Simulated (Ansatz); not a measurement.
Stepwise reaction of `F[SiH]([SiH3])[SiH3]` with hydrogen sulfide, as a gas-phase model of exchange steps in deposition or etching. ΔE in kJ/mol; ΔG adds harmonic PBE0-D4 terms to CCSD(T)/CBS, at 1 bar.

Gas-phase electronic energies from Ansatz, PBE0-D4/def2-TZVP geometries. CCSD(T)/CBS adds triple-zeta CCSD(T) − MP2 to the extrapolated MP2 energy (def2 sets, frozen cores). This one scheme is used for every species. Functionals use def2-TZVPP. B3LYP here is the variant with VWN-RPA as its local correlation; programs differ in this. One conformer a species, not always the lowest.

```json
{"step": "2", "reaction": "`F[SiH]([SiH3])S` + H₂S → `F[SiH](S)S` + SiH₄", "PBE-D4": "-56.1", "B3LYP-D4": "-63.5", "ωB97M-V": "-70.1", "CCSD(T)/CBS": "-66.3", "ΔG(400 K)": "-58.8"}
```

Give the row of step 1, `F[SiH]([SiH3])[SiH3]` + H₂S → `F[SiH]([SiH3])S` + SiH₄. (An estimate is asked.)

Computed: 
```json
{"step": "1", "reaction": "`F[SiH]([SiH3])[SiH3]` + H₂S → `F[SiH]([SiH3])S` + SiH₄", "PBE-D4": "-63.5", "B3LYP-D4": "-70.8", "ωB97M-V": "-76.6", "CCSD(T)/CBS": "-72.6", "ΔG(400 K)": "-62.2"}
```

By hand: ΔE of the 2 steps together at CCSD(T)/CBS.

(-72.6) + (-66.3) = -138.9 kJ/mol, or -69.4 kJ/mol a step.

In ΔE each step is higher than the one before. All are downhill at CCSD(T)/CBS. ΔG lies between -62.2 and -58.8 kJ/mol a step. PBE-D4 differs from CCSD(T)/CBS by 9.1 to 10.2 kJ/mol a step. Isolated molecules leave out the surface, adducts and barriers. Largest T1 diagnostic: 0.013.
